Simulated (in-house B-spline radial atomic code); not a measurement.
Successive ionisation energies of xenon; each step leads to the configuration of the next row (after the last: [Ar] 3d7). Dirac energy differences include first-order Breit, QED and recoil terms. NIST's values go from ground level to ground level; the uncertainty of those that are theory runs from under 0.1 % in few-electron ions to several per cent in heavy many-electron ones. Computed with an all-electron radial atomic-structure program (B-spline basis): Dirac-Hartree-Fock, average of the configuration, finite nuclei.

| ion | configuration | ionisation energy (eV) | tabulated value (eV) | tabulated kind | computed minus tabulated (eV) | highest orbital | largest mean radius (bohr) |
| --- | --- | --- | --- | --- | --- | --- | --- |
| Xe20+ | [Ar] 3d10 4s2 4p4 | 621.3 | 616 | tabulated theory | 5.3 | 4p3/2 | 0.68118 |
| Xe21+ | [Ar] 3d10 4s2 4p3 | ? | ? | tabulated theory | ? | ? | ? |
| Xe22+ | [Ar] 3d10 4s2 4p2 | 689.6 | 700 | tabulated theory | -10.4 | 4p3/2 | 0.6679 |
| Xe23+ | [Ar] 3d10 4s2 4p1 | ? | ? | tabulated theory | ? | ? | ? |
| Xe24+ | [Ar] 3d10 4s2 | 817.8 | 818 | tabulated theory | -0.2 | 4s1/2 | 0.63427 |
| Xe25+ | [Ar] 3d10 4s1 | 856.0 | 857 | semi-empirical | -1.0 | 4s1/2 | 0.62865 |
| Xe26+ | [Ar] 3d10 | 1499.1 | 1493 | tabulated theory | 6.1 | 3d5/2 | 0.30027 |
| Xe27+ | [Ar] 3d9 | 1580.6 | 1571 | tabulated theory | 9.6 | 3d5/2 | 0.29799 |
| Xe28+ | [Ar] 3d8 | 1663.7 | 1653 | tabulated theory | 10.7 | 3d5/2 | 0.29595 |

Problem. Fill in the row of Xe21+.

Solution. ionisation energy (eV): 655.2; tabulated value (eV): 650; computed minus tabulated (eV): 5.2; highest orbital: 4p3/2; largest mean radius (bohr): 0.67445.

Problem. Fill in the row of Xe23+.

Solution. ionisation energy (eV): 724.4; tabulated value (eV): 736; computed minus tabulated (eV): -11.6; highest orbital: 4p3/2; largest mean radius (bohr): 0.66151.

Problem. Where is the largest jump?

Solution. From Xe25+ to Xe26+, by a factor of 1.75 (856.04 to 1499.1 eV); the highest orbital goes from 4s1/2 to 3d5/2.

Where a p, d or f electron is removed, the computed value is a mean over both j, so it misses the tabulated one by a part of the spin-orbit splitting; averaging over terms and missing correlation add to the gap, relatively most at low charge.
